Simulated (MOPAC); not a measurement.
MOPAC input (PM6):

```
PM6 FORCE THERMO(298,298) PRECISE LET GEO-OK AUX(PRECISION=9) THREADS=1
C4H8O

C    -0.93567075 1   -1.28130633 1   -0.41301331 1
C     0.10377037 1   -0.16165107 1   -0.46060648 1
C     1.52795808 1   -0.68803121 1   -0.28464347 1
C    -0.19588353 1    0.84153875 1    0.65280630 1
O    -0.46379436 1    1.99786170 1    0.41881502 1
H    -0.90181626 1   -1.84017390 1    0.52905164 1
H    -1.95346301 1   -0.89074029 1   -0.53637721 1
H    -0.76804115 1   -2.00406088 1   -1.22154921 1
H     0.02819716 1    0.36535657 1   -1.44674523 1
H     1.78665098 1   -1.38990191 1   -1.08757541 1
H     2.26413097 1    0.12473792 1   -0.31805175 1
H     1.65955094 1   -1.22221553 1    0.66314788 1
H    -0.15342137 1    0.44945337 1    1.68036037 1
```

Output:

```
 *******************************************************************************
 **                                                                           **
 **                              MOPAC v23.2.5                                **
 **                                                                           **
 *******************************************************************************
 ** MOPAC's Digital Object Identifier: https://doi.org/10.5281/zenodo.6511958 **
 **                                                                           **
 ** Please cite the open-source release paper for use of this MOPAC version:  **
 ** J. E. Moussa and J. J. P. Stewart (2026)                                  **
 ** MOPAC: An open-source semiempirical molecular orbital program             **
 ** J. Open Source Softw., 11(119), 8025, https://doi.org/10.21105/joss.08025 **
 *******************************************************************************

                              PM6 CALCULATION RESULTS

 *******************************************************************************
 *  PM6        - The PM6 Hamiltonian to be used
 *  GEO-OK     - OVERRIDE INTERATOMIC DISTANCE AND OTHER SAFETY CHECKS
 *  LET        - OVERRIDE SOME SAFETY CHECKS
 *  PRECISE    - TIGHTER CRITERIA TO BE USED
 *  FORCE      - FORCE CALCULATION SPECIFIED
 *  AUX        - OUTPUT AUXILIARY INFORMATION
 *  THERMO     - THERMODYNAMIC QUANTITIES TO BE CALCULATED
 *******************************************************************************
PM6 FORCE THERMO(298,298) PRECISE LET GEO-OK AUX(PRECISION=9) THREADS=1
 C4H8O

   ATOM   CHEMICAL          X               Y               Z
  NUMBER   SYMBOL      (ANGSTROMS)     (ANGSTROMS)     (ANGSTROMS)

     1       C         -0.93567075  *  -1.28130633  *  -0.41301331  *
     2       C          0.10377037  *  -0.16165107  *  -0.46060648  *
     3       C          1.52795808  *  -0.68803121  *  -0.28464347  *
     4       C         -0.19588353  *   0.84153875  *   0.65280630  *
     5       O         -0.46379436  *   1.99786170  *   0.41881502  *
     6       H         -0.90181626  *  -1.84017390  *   0.52905164  *
     7       H         -1.95346301  *  -0.89074029  *  -0.53637721  *
     8       H         -0.76804115  *  -2.00406088  *  -1.22154921  *
     9       H          0.02819716  *   0.36535657  *  -1.44674523  *
    10       H          1.78665098  *  -1.38990191  *  -1.08757541  *
    11       H          2.26413097  *   0.12473792  *  -0.31805175  *
    12       H          1.65955094  *  -1.22221553  *   0.66314788  *
    13       H         -0.15342137  *   0.44945337  *   1.68036037  *

          CARTESIAN COORDINATES

    NO.       ATOM           X           Y           Z

     1         C         -0.9357     -1.2813     -0.4130
     2         C          0.1038     -0.1617     -0.4606
     3         C          1.5280     -0.6880     -0.2846
     4         C         -0.1959      0.8415      0.6528
     5         O         -0.4638      1.9979      0.4188
     6         H         -0.9018     -1.8402      0.5291
     7         H         -1.9535     -0.8907     -0.5364
     8         H         -0.7680     -2.0041     -1.2215
     9         H          0.0282      0.3654     -1.4467
    10         H          1.7867     -1.3899     -1.0876
    11         H          2.2641      0.1247     -0.3181
    12         H          1.6596     -1.2222      0.6631
[...]
 TRANSITION DIPOLE   0.3921         C  1 -- H  6         +29.3% ( 55.8%)     98.9%
 TRAVEL (Ang.)       0.3169         C  3 -- H 11         +18.3% ( 44.1%)     95.5%
 REDUCED MASS        0.2492         C  1 -- H  7         +18.3% ( 44.1%)     95.5%
 EFFECTIVE MASS      1.4595
 FORCE CONSTANT      1.0656

 VIBRATION         30   17A'          ATOM PAIR      ENERGY CONTRIBUTION    RADIAL
 FREQUENCY          2694.22         C  1 -- H  7         +26.2% ( 52.7%)     98.1%
 TRANSITION DIPOLE   0.7852         C  3 -- H 11         +26.2% ( 52.7%)     98.0%
 TRAVEL (Ang.)       0.3155         C  3 -- H 10         +22.8% ( 49.2%)     97.4%
 REDUCED MASS        0.2514         C  1 -- H  8         +22.8% ( 49.2%)     97.3%
 EFFECTIVE MASS      1.4673
 FORCE CONSTANT      1.0750

 VIBRATION         31   18A'          ATOM PAIR      ENERGY CONTRIBUTION    RADIAL
 FREQUENCY          2707.80         C  2 -- H  9         +40.0% ( 64.3%)    100.0%
 TRANSITION DIPOLE   0.9781         C  1 -- H  6         +17.8% ( 42.9%)     99.6%
 TRAVEL (Ang.)       0.3218         C  3 -- H 12         +17.8% ( 42.9%)     99.6%
 REDUCED MASS        0.2404         C  1 -- H  7          +5.5% ( 23.9%)     86.0%
 EFFECTIVE MASS      1.4390
 FORCE CONSTANT      1.0385

 VIBRATION         32   14A"          ATOM PAIR      ENERGY CONTRIBUTION    RADIAL
 FREQUENCY          2787.31         C  3 -- H 10         +17.1% ( 39.9%)     96.0%
 TRANSITION DIPOLE   0.4732         C  1 -- H  8         +17.1% ( 39.9%)     96.0%
 TRAVEL (Ang.)       0.3849         C  3 -- H 12         +16.7% ( 39.4%)     95.8%
 REDUCED MASS        0.1633         C  1 -- H  6         +16.7% ( 39.4%)     95.8%
 EFFECTIVE MASS      1.1353         C  3 -- H 11         +16.0% ( 38.5%)     95.4%
 FORCE CONSTANT      0.7475         C  1 -- H  7         +16.0% ( 38.5%)     95.4%

 VIBRATION         33   19A'          ATOM PAIR      ENERGY CONTRIBUTION    RADIAL
 FREQUENCY          2789.74         C  1 -- H  8         +17.5% ( 40.3%)     95.8%
 TRANSITION DIPOLE   0.3673         C  3 -- H 10         +17.5% ( 40.3%)     95.8%
 TRAVEL (Ang.)       0.3845         C  1 -- H  6         +17.1% ( 39.9%)     95.6%
 REDUCED MASS        0.1635         C  3 -- H 12         +17.1% ( 39.9%)     95.6%
 EFFECTIVE MASS      1.1443         C  1 -- H  7         +15.1% ( 37.5%)     94.9%
 FORCE CONSTANT      0.7496         C  3 -- H 11         +15.1% ( 37.5%)     95.0%

      SYMMETRY NUMBER FOR POINT-GROUP Cs  =  1

          SYSTEM IS A GROUND STATE

 C4H8O

          MOLECULE IS NOT LINEAR

          THERE ARE 33 GENUINE VIBRATIONS IN THIS SYSTEM
          THIS THERMODYNAMICS CALCULATION IS LIMITED TO
          MOLECULES WHICH HAVE NO INTERNAL ROTATIONS

                    CALCULATED THERMODYNAMIC PROPERTIES
                                          *
   TEMP. (K)   PARTITION FUNCTION   H.O.F.    ENTHALPY  HEAT CAPACITY ENTROPY
                                   KCAL/MOL   CAL/MOLE    CAL/K/MOL  CAL/K/MOL

 298.00  VIB.     0.3686D+02                  2380.2514    15.9873    15.1554
         ROT.     0.9662D+05                   888.2803     2.9808    25.7911
         INT.     0.3561D+07                  3268.5317    18.9681    40.9465
         TRA.     0.5920D+27                  1480.4672     4.9680    38.7410
         TOT.                      -47.593    4748.9989    23.9361    79.6875

   *: NOTE: HEATS OF FORMATION ARE RELATIVE TO THE
            ELEMENTS IN THEIR STANDARD STATE AT 298K
              (=  Standard Enthalpy of Formation).

            Hvib:  Zero-point energy is not included.
                   frequencies of less than zero cm-1 are not included.
            Hrot = (3/2)RT
            Htra = (3/2)RT + pV = (5/2)RT

            Heat capacity is Cp, not Cv

          For more information, see: HTTP://OpenMOPAC.net/Manual/thermochemistry.html

           FORCE CONSTANT IN CARTESIAN COORDINATES (Millidynes/A)

    ATOM   CHEMICAL       X               Y               Z
   NUMBER   SYMBOL  FORCE CONSTANT  FORCE CONSTANT  FORCE CONSTANT

      1       C        7.078008        6.388886        6.287122
      2       C        7.438432        7.458910        6.998866
      3       C        6.496376        6.970508        6.287132
      4       C        6.543566       10.949379        6.727257
      5       O        4.412481        9.448246        1.012650
      6       H        1.260979        1.364640        2.766617
      7       H        1.224166        3.618333        0.532371
      8       H        1.189928        1.258848        2.923043
      9       H        1.123663        1.531157        2.972177
     10       H        0.839773        1.609281        2.922765
     11       H        4.139515        0.702967        0.532388
     12       H        0.887006        1.738350        2.766880
     13       H        0.719598        1.209743        3.195221

 **********************
 *                    *
 * JOB ENDED NORMALLY *
 *                    *
 **********************

 == MOPAC DONE ==
```
